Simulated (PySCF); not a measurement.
`OC[C@H]1C[C@H](Cl)[C@@H]1Br`, C5H8BrClO

Cartesian coordinates in Å; atom numbers follow the order of the lines, from 1:
```xyz
16

O     1.7885    0.6508   -0.5221
C     1.4866   -0.6818   -0.1685
C     0.0062   -0.7862    0.1797
C    -0.4802    0.2488    1.2126
C    -1.0926    1.0622    0.0695
Cl   -2.7347    1.6751    0.3164
C    -0.9050   -0.1334   -0.8739
Br   -2.5079   -1.1612   -1.2322
H     2.7323    0.7232   -0.6969
H     1.7095   -1.3619   -1.0043
H     2.0796   -0.9955    0.7023
H    -0.2280   -1.8244    0.4164
H     0.2936    0.7567    1.7811
H    -1.2334   -0.1538    1.8858
H    -0.4681    1.9011   -0.2381
H    -0.4539    0.0892   -1.8390
```

Theory: TDDFT B3LYP/def2-SVPD circular dichroism and optical rotation, one conformer, gas phase in PySCF. Geometry: GFN2-xTB.

The molecule is flexible and this is one conformer; a measurement averages over conformers. The calculation is non-relativistic, which matters for the atoms heavier than Zn.

Q: What are the CIP labels of the stereocentres?

A: C3 R, C5 S, C7 R.

Q: Which excitations and rotatory strengths does the calculation give?

A: Rotatory strengths R in 10⁻⁴⁰ esu² cm², velocity form and length form (origin at the centre of mass); f in length form.
```
state  E (eV)  λ (nm)       f  R (velocity)  R (length)                                    main
    1    5.61     221  0.0007          +2.0        +1.8                          HOMO→LUMO 0.96
    2    5.68     218   0.002          -1.5        -1.8                        HOMO−1→LUMO 0.96
    3    6.33     196   0.003          -6.8        -6.4                        HOMO−3→LUMO 0.88
    4    6.34     196   0.002          +3.2        +3.0                        HOMO−2→LUMO 0.87
    5    6.61     188  0.0005          -0.6        -0.6      HOMO→LUMO+1 0.56, HOMO−4→LUMO 0.17
    6    6.73     184   0.007          +9.0        +9.1    HOMO−1→LUMO+1 0.38, HOMO→LUMO+1 0.35
    7    6.78     183   0.004         -11.4       -11.3    HOMO−1→LUMO+1 0.46, HOMO−4→LUMO 0.42
    8    7.01     177   0.003          +8.2        +7.8  HOMO−2→LUMO+1 0.36, HOMO−4→LUMO+1 0.36
```

Among the states computed, the strongest CD band (largest |R|) is state 7. The largest dissymmetry factor in size, g = 4R/(D+G), with D and G the electric and magnetic dipole strengths, is -0.034 for state 7 (velocity form, f = 0.003), among bands with |R| over 0.5. The mirror image has the same energies and oscillator strengths and all R with the opposite sign.
